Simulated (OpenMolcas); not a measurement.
Os5+ among 4 point charges of -0.75 e arranged as a square (D4h), 1.85 Å from the ion.

- Program: OpenMolcas
- Method: CASSCF
- Basis: ANO-RCC-VDZP [7s6p4d2f1g]
- Scalar Hamiltonian: DKH2, point nucleus
- Active space: 3 electrons in 5 orbitals (5d)
- State averaging: 2S+1 = 4 even, 10 roots; 2S+1 = 2 even, 40 roots
- Spin-orbit coupling: RASSI with atomic mean-field integrals over the reference wave functions

Problem. What is the spin-free ground state (labels of D4, the rotations of D4h)?

Solution. 4E, 2-fold in its orbital part, 97 % from free-ion F terms; it has the highest spin that d3 allows.

Problem. Where is the first state of the same spin?

Solution. 4B1 at 21.1 cm-1 above the ground state. The two act as a nearly degenerate pair, with unquenched orbital momentum.

Problem. What are the lowest two levels with spin-orbit coupling?

Solution. A 2-fold level E3/2 with g = 0.62, 0.62, 1.14, then a 2-fold level E1/2 2772 cm-1 above it. Their leading multiplicities are 4 (81 %) and 4 (87 %).

Problem. What is χT at 300 K?

Solution. 0.09 cm3 K/mol.

Spin-orbit coupling mixes the spin-free states strongly: the lowest level takes only 48 % from its leading state, 4E. Without dynamic correlation the repulsion within the d shell is too large (B by tens of per cent), so at a given field states of lower spin stand too high. This is an electrostatic model: the charges have no orbitals. No measured value stands beside these numbers.
